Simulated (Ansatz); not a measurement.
Geometry optimisation, Ansatz 0.2.0, UKS PBE-D4/def2-mTZVP.

input.yaml

```yaml
crystal:
  periodic: [false, false, false]
  atoms:
    - { symbol: Sn, position_ang: [0.025353, 0.024908, -0.047711] }
    - { symbol: H, position_ang: [-0.068121, 0.072079, 2.887455] }
    - { symbol: C, position_ang: [2.057171, -0.015215, -0.819134] }
    - { symbol: H, position_ang: [2.354447, -1.066576, -0.914534] }
    - { symbol: H, position_ang: [2.072205, 0.473525, -1.80263] }
    - { symbol: H, position_ang: [2.7435, 0.503812, -0.139362] }
    - { symbol: H, position_ang: [-1.012531, 1.226523, -0.820092] }
    - { symbol: O, position_ang: [-0.646696, -1.780411, -0.663671] }
    - { symbol: H, position_ang: [-1.622629, -1.845745, -0.62569] }
    - { symbol: F, position_ang: [0.134701, 0.1625, 3.79907] }
magnetization:
  spin_polarized: true
  initial_magnetization: 1
basis:
  gaussian: { orbitals: def2-mTZVP }
hamiltonian:
  xc: pbe
  dispersion: d4
relax:
  f_tol: 0.03
  max_steps: 50
output:
  orbitals: {}
```

Command:

```bash
$ ansatz run input.yaml --threads 4 --pin off --max-ram 5120MiB --backend cpu --events-out ev --progress --plain --runs-dir out
```

Where does it end, and by what steps?

The forces met the threshold. The force dipped under the threshold on the way, but the program's further checks kept it going. After 11 steps the energy has fallen by 0.027 eV; F10 moved furthest, 0.44 Å.

| step | energy less start (eV) | largest force component (eV/Å) | accepted |
| --- | --- | --- | --- |
| 0 | 0.0000 | 0.493 | yes |
| 1 | -0.0182 | 0.235 | yes |
| 2 | -0.0207 | 0.260 | yes |
| 3 | -0.0216 | 0.209 | yes |
| 4 | -0.0223 | 0.156 | yes |
| 5 | -0.0230 | 0.071 | yes |
| 6 | -0.0236 | 0.115 | yes |
| 7 | -0.0244 | 0.121 | yes |
| 8 | -0.0252 | 0.244 | yes |
| 9 | -0.0256 | 0.098 | yes |
| 10 | -0.0266 | 0.011 | yes |
| 11 | -0.0268 | 0.023 | yes |

```xyz
10
Properties=species:S:1:pos:R:3
Sn -0.026 -0.079 0.042
H 0.054 0.007 2.675
C 2.021 -0.033 -0.696
H 2.377 -1.068 -0.760
H 2.017 0.422 -1.696
H 2.663 0.546 -0.024
H -1.060 1.209 -0.575
O -0.689 -1.801 -0.788
H -1.664 -1.844 -0.820
F 0.344 0.394 3.496
```

Run time: 23 s on 4 threads of Arm Neoverse V2, on a shared host, peak memory 0.2 GiB.
